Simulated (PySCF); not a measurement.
## C₆ coefficients of unlike pairs at UHF

Calculated with PySCF 2.14 from the dipole response of each species, C₆(A,B) = (3/π) ∫ α_A(iu) α_B(iu) du, in atomic units, from isotropic polarisabilities. For ions this is the dispersion term alone; charge-induced terms of lower order in 1/R come first.

| species | configuration | basis | relativity | α (bohr³) | C₆ (like pair) |
| --- | --- | --- | --- | --- | --- |
| Mg⁺ | [Ne] 3s1 (2S) | x2c-QZVPPall with one added diffuse shell each of s, p, d, f type (10s7p6d3f) | spin-free X2C | 38.52 | 177.8 |
| B | [He] 2s2 2p1 (2P) | aug-cc-pCVQZ-DK (9s8p6d4f2g) | spin-free X2C | 22.19 | 106.1 |
| Sb³⁺ | [Kr] 4d10 5s2 (1S) | aug-cc-pVTZ-PP with ECP28MDF (6s5p4d2f) | core potential | 12.12 | 54.29 |
| Mn | [Ar] 3d5 4s2 (6S) | aug-cc-pVDZ (7s6p4d2f) | none | 104.8 | 1044 |

Problem. Estimate C₆ for Sb³⁺ with Mg⁺.

Solution. The integral gives 85.09. The combination rule 2 C_A C_B / (C_A α_B/α_A + C_B α_A/α_B) gives 84.48 and the geometric mean 98.25.

No spin-orbit coupling is included.

The other pairs:

```
    pair     C₆
 Sb³⁺, B  73.44
  B, Mg⁺  131.2
   Mn, B  314.9
Mn, Sb³⁺  204.1
 Mn, Mg⁺  429.8
```
